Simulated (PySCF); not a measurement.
Order these species by their calculated properties.

All species are isolated and taken at one optimised geometry, non-relativistic unless stated. Electronic properties by PySCF.

The conformers computed, where there is a choice (atom-mapped SMILES and torsion angles):
- `[CH3:1][c:2]1[cH:3][cH:4][cH:5][c:6]([NH:7])[cH:8]1`: H–N7–C6–C5 180°
- `[CH3:1][CH:2][c:3]1[cH:4][cH:5][n:6][cH:7][cH:8]1`: C1–C2–C3–C4 0°
- `[CH3:1][Si:2]([CH3:3])[CH:4]1[CH2:5][CH2:6]1`: C1–Si2–C4–C5 83°
- `[CH2:1][c:2]1[cH:3][cH:4][cH:5][cH:6][c:7]1[NH2:8]`: H–N8–C7–C6 160°, H–N8–C7–C6 16°
- `[CH:1]#[C:2][SiH2:3][Si@H:4]([C:5]#[N:6])[CH2:7][SiH2:8]`: C2–Si3–Si4–C5 151°, Si3–Si4–C7–Si8 54°
- `[CH2:1][SiH2:2][Si@H:3]([F:4])[N:5]=[CH2:6]`: C1–Si2–Si3–F4 -88°, Si2–Si3–N5–C6 -96°
- `[CH:1]#[C:2][C:3]#[C:4][C@H:5]([CH3:6])[CH:7][NH2:8]`: C4–C5–C7–N8 -91°, H–N8–C7–C5 3°, H–N8–C7–C5 140°

The conformers of `C#C[C@@H]1C[CH]N=CC1` [doublet state] aren't listed.

(1) Rank by smallest rotational constant, highest first (GFN2-xTB).
A. `C(#C)[SiH2][Si@@H](C[SiH2])C#N` [radical]
B. `c1c(ccnc1)[CH]C` [radical]
C. `[CH2][SiH2][Si@H](F)N=C` [radical]
D. `CC1=CC([NH])=CC=C1` [radical]
E. `c1cccc([CH2])c1N` [radical]
F. `C[Si](C)C1CC1` [radical]
G. `C#CC#C[C@H](C)[CH]N` [radical]

(2) Give the two extremes of that set in cm⁻¹.

(3) Rank by isotropic g value, lowest first (unrestricted B3LYP/pcH-1, mean-field spin–orbit at GFN2-xTB geometries).
A. `c1cc(cc(C)c1)[NH]` [radical]
B. `C#C[C@@H]1C[CH]N=CC1` [radical]
C. `[CH2][SiH2][Si@H](F)N=C` [radical]
D. `C[CH]c1ccncc1` [radical]
E. `C[Si](C)C1CC1` [radical]

Answers

(1) F (1.429 GHz), E (1.364 GHz), D (1.259 GHz), B (1.185 GHz), C (1.107 GHz), G (0.823 GHz), A (0.629 GHz).

(2) `C#C[SiH2][Si@H](C#N)C[SiH2]` [doublet state]: 0.0210 cm⁻¹; `C[Si](C)C1CC1` [doublet state]: 0.0477 cm⁻¹.

(3) B (2.00230), C (2.00260), D (2.00289), E (2.00311), A (2.00352).
